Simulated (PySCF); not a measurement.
Species: C₆H₁₃N₃Si.
Numbering: `[CH3:1][c:2]1[n:3][n:4][c:5]([Si:6]([CH3:7])([CH3:8])[CH3:9])[nH:10]1`

Geometry (GFN2-xTB, Å), atoms numbered from 1 in this order:
```
atom  x, y, z in Å
C1     3.854    0.743    0.594
C2     2.617    0.313   -0.097
N3     2.525   -0.193   -1.294
N4     1.232   -0.448   -1.545
C5     0.522   -0.101   -0.505
Si6   -1.351   -0.260   -0.359
C7    -1.822   -2.095   -0.529
C8    -1.837    0.400    1.370
C9    -2.159    0.790   -1.724
N10    1.369    0.394    0.452
H11    3.802    1.802    0.842
H12    3.991    0.178    1.516
H13    4.702    0.570   -0.061
H14   -1.405   -2.696    0.273
H15   -1.446   -2.494   -1.466
H16   -2.899   -2.230   -0.517
H17   -1.372   -0.172    2.169
H18   -2.911    0.333    1.513
H19   -1.561    1.443    1.500
H20   -3.239    0.676   -1.723
H21   -1.792    0.486   -2.699
H22   -1.939    1.847   -1.606
H23    1.115    0.741    1.362
```

NICS = −σ at a ghost point: NICS(0) at the centroid of the ring atoms, NICS(1) 1 Å to either side along the normal of their mean plane, zz for the tensor component along that normal. Level: GIAO PBE0/pcSseg-1 (PySCF, non-relativistic, gas phase) on the GFN2-xTB geometry, one conformer.

Ring bond lengths (Å), with Mayer bond orders in brackets: C2–N3 1.302 (1.61), N3–N4 1.342 (1.23), N4–C5 1.306 (1.58), C5–N10 1.371 (1.09), N10–C2 1.366 (1.12).

Task: What do the NICS probes read (ppm)?

Result: 
```
           ring                                                 type  NICS(0)  NICS(1), two faces  NICS(1)zz, two faces  rms pucker (Å)  centre to ring atoms, mean (Å)
C2–N3–N4–C5–N10  5-membered ring with 3 N; formal bonds all aromatic    -11.2       -11.7 / -11.7         -30.3 / -30.3            0.00                            1.14
```

Task: What can be read from them?

Result: 
- C2–N3–N4–C5–N10: mean NICS(1)zz -30.3 ppm, shielded, aromatic by this magnetic criterion (flat ring, no four-coordinate atom).

Task: How equal are the bonds by HOMA? HOMA takes Krygowski's 1993 parameters.

Result: 
- C2–N3–N4–C5–N10: HOMA 0.89; the largest term is that of N3–N4, α(R − Ropt)² = 0.14. The geometric and the magnetic index point the same way.

Task: List the ring angles and the Hirshfeld charges of the ring atoms.

Result: 
- C2–N3–N4–C5–N10: C2 109.2° (+0.091 e), N3 108.3° (-0.171 e), N4 108.9° (-0.163 e), C5 108.4° (-0.023 e), N10 105.2° (-0.075 e); sum 540.0° against 540° for a flat convex ring.

Task: What are the shieldings of the ring atoms and their hydrogens in the same run (means over atoms taken as equivalent)?

Result: 
```csv
atoms,environment,σ isotropic (ppm)
C2,substituted aromatic carbon,35.8
N3,pyridine-type nitrogen,-96.0
N4,pyridine-type nitrogen,-114.9
C5,substituted aromatic carbon,30.0
N10,pyrrole-type nitrogen,74.0
H23,N–H hydrogen,23.21
```
